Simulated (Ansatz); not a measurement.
Diatomic HgF, multiplicity 2 (lowest of 2S+1 = 2, 4 at CCSD(T)/def2-TZVPP on PBE0 minima; our sources give no spin for the ground state, which may be another). No spin–orbit coupling.

Seven points along R, fitted to fifth degree in 1/R; most abundant isotopes. Runs in def2 and cc sets follow the lowest solution found near the PBE0 minimum.

Correlated levels freeze the inner cores; with def2 sets outer-core shells near the valence are correlated too. CBS: X⁻³ extrapolation of the correlation energy, Hartree–Fock from the larger set.

The values were computed with Ansatz (Gaussian basis) for Hartree–Fock, density functionals and correlated methods. Values without a source in brackets are computed. In def2 rows elements past Kr take small-core potentials, without spin–orbit coupling.

Question: What bond length and harmonic frequency does PBE0/def2-TZVPP give?

Answer: r_e = 2.046 Å, ω_e = 442 cm⁻¹.

Question: What bond length and harmonic frequency does CCSD(T)/def2-QZVPP give?

Answer: r_e = 2.019 Å, ω_e = 486 cm⁻¹.

Question: What bond length and harmonic frequency does CCSD(T)/CBS(def2-TZVPP, def2-QZVPP) give?

Answer: r_e = 2.014 Å, ω_e = 490 cm⁻¹.

Ansatz is a program for electronic structure.
